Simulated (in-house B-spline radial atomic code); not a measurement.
Configurations of Co²⁺, with energies counted from [Ar] 3d7. All numbers are computed (non-relativistic LC-wPBE, spin-polarised, spherical fractional occupations, exact exchange averaged over the configuration; point nucleus) with a radial B-spline atomic code at the basis-set limit, not measured. Shells without spins written out take the highest spin.

Occupations are held fixed; configurations that lie above the ionisation limit could autoionise.

```
       configuration  E - E(ref) (eV)  highest orbital  its <r> (bohr)
        [Ar] 3d6 4s1           6.0379            4s up           2.317
[Ne] 3s2 3p5 3d7 4s1           63.652            4s up           2.307
[Ne] 3s2 3p5 3d7 4p1           70.348            4p up           2.696
[Ne] 3s2 3p5 3d7 4f1           83.604            4f up           5.828
```

Q: Order these further configurations by energy, lowest first.
A. [Ar] 3d6 4p1
B. [Ar] 3d6 4d1
C. [Ne] 3s2 3p5 3d8
D. [Ar] 3d6 4f1
E. [Ne] 3s2 3p5 3d7 4d1

A: A (12.693 eV), B (21.133 eV), D (25.857 eV), C (56.996 eV), E (78.838 eV).
